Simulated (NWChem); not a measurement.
System: C2H4ClNSi; SMILES Cl[Si@H]1C=NC1

Input file for NWChem:

```
start job
memory heap 200 mb stack 900 mb global 1100 mb
geometry units angstroms noautosym nocenter noautoz
  Cl    -0.006076    -1.964503    -0.273652
  Si     0.011625    -0.070606     0.566033
  C      1.098017     1.295815    -0.121870
  N      0.119585     2.088279    -0.382757
  C     -1.108456     1.301649    -0.122951
  H      0.046772    -0.264645     2.045795
  H      2.142436     1.606775    -0.259850
  H     -1.812166     1.832518     0.537974
  H     -1.631321     1.083246    -1.067349
end
basis spherical
  * library def2-svp
end
dft
  xc b3lyp
  iterations 150
  mulliken
end
task dft energy
esp
  recalculate
  probe 0.07
  range 0.3
  factor 1.0
  spacing 0.02
end
task esp
```

NWChem printed, in part:

```
             Northwest Computational Chemistry Package (NWChem) 7.3.0
             --------------------------------------------------------

                             Geometry "geometry" -> ""
                             -------------------------

 Output coordinates in angstroms (scale by  1.889725989 to convert to a.u.)

  No.       Tag          Charge          X              Y              Z
 ---- ---------------- ---------- -------------- -------------- --------------
    1 Cl                  17.0000    -0.00607600    -1.96450300    -0.27365200
    2 Si                  14.0000     0.01162500    -0.07060600     0.56603300
    3 C                    6.0000     1.09801700     1.29581500    -0.12187000
    4 N                    7.0000     0.11958500     2.08827900    -0.38275700
    5 C                    6.0000    -1.10845600     1.30164900    -0.12295100
    6 H                    1.0000     0.04677200    -0.26464500     2.04579500
    7 H                    1.0000     2.14243600     1.60677500    -0.25985000
    8 H                    1.0000    -1.81216600     1.83251800     0.53797400
    9 H                    1.0000    -1.63132100     1.08324600    -1.06734900

 Effective nuclear repulsion energy (a.u.)     262.0787038929

                                 NWChem DFT Module
                                 -----------------

 Summary of "ao basis" -> "ao basis" (spherical)
 ------------------------------------------------------------------------------
       Tag                 Description            Shells   Functions and Types
 ---------------- ------------------------------  ------  ---------------------
 Cl                         def2-svp                 8       18   4s3p1d
 Si                         def2-svp                 8       18   4s3p1d
 C                          def2-svp                 6       14   3s2p1d
 N                          def2-svp                 6       14   3s2p1d
 H                          def2-svp                 3        5   2s1p

            General Information
            -------------------
          SCF calculation type: DFT
          Wavefunction type:  closed shell.
          No. of atoms     :     9
          No. of electrons :    54
           Alpha electrons :    27
            Beta electrons :    27
          Charge           :     0
          Spin multiplicity:     1
          Use of symmetry is: off; symmetry adaption is: off
          Maximum number of iterations: 150
          AO basis - number of functions:    98
                     number of shells:    46
          Convergence on energy requested:  1.00D-06
          Convergence on density requested:  1.00D-05
          Convergence on gradient requested:  5.00D-04

              XC Information
              --------------
                         B3LYP Method XC Potential
                     Hartree-Fock (Exact) Exchange  0.200
                        Slater Exchange Functional  0.800 local
                    Becke 1988 Exchange Functional  0.720 non-local
              Lee-Yang-Parr Correlation Functional  0.810
                  VWN I RPA Correlation Functional  0.190 local

             Grid Information
             ----------------
          Grid used for XC integration:  medium
          Radial quadrature: Mura-Knowles
          Angular quadrature: Lebedev.
          Tag              B.-S. Rad. Rad. Pts. Rad. Cut. Ang. Pts.
          ---              ---------- --------- --------- ---------
          Cl                  1.00       88          11.0       590
          Si                  1.10       88           9.0       590
          C                   0.70       49          10.0       434
          N                   0.65       49          10.0       434
          H                   0.35       45          11.0       434
          Grid pruning is: on
          Number of quadrature shells:   503
          Spatial weights used:  Erf1

      Superposition of Atomic Density Guess
      -------------------------------------

 Sum of atomic energies:        -879.55298222

[...]

                     NWChem Electrostatic Potential Fit Module
                     -----------------------------------------

 Atom parameters

 Number of atoms is                                    9
 Number of basis functions is                         98

 Grid parameters

 Maximum number of grid points is                  39381
 Number of grid points is                          39380
 Grid range                                     0.300000 nm
 Grid spacing                                   0.020000 nm
 Probe radius                                   0.070000 nm
 Atom radius factor                             1.000000

 Atomic radii

    1    0.100000
    6    0.147000
    7    0.140000
   14    0.187000
   17    0.169000
 FASTESP  F
  using M.O. file = ./job.movecs

    Atom              Coordinates                           Charge

                                                  ESP

    1 Cl   -0.000608   -0.196450   -0.027365   -0.178353
    2 Si    0.001163   -0.007061    0.056603    0.241184
    3 C     0.109802    0.129582   -0.012187    0.168440
    4 N     0.011959    0.208828   -0.038276   -0.429087
    5 C    -0.110846    0.130165   -0.012295    0.221321
    6 H     0.004677   -0.026465    0.204580   -0.049992
    7 H     0.214244    0.160678   -0.025985    0.027954
    8 H    -0.181217    0.183252    0.053797   -0.008260
    9 H    -0.163132    0.108325   -0.106735    0.006793
                                            ------------
                                               -0.000000

 Dipole moment                                  0.352511

 Quadrupole moment Qxx                         11.457110
                   Qyy                        -14.595887
                   Qzz                          3.138776

 RMS deviation kJ/mol                           0.078757

 RRMS %                                        43.068200
```

Level: B3LYP/def2-SVP. Coordinates come from a PBE0/def2-SVP optimisation.
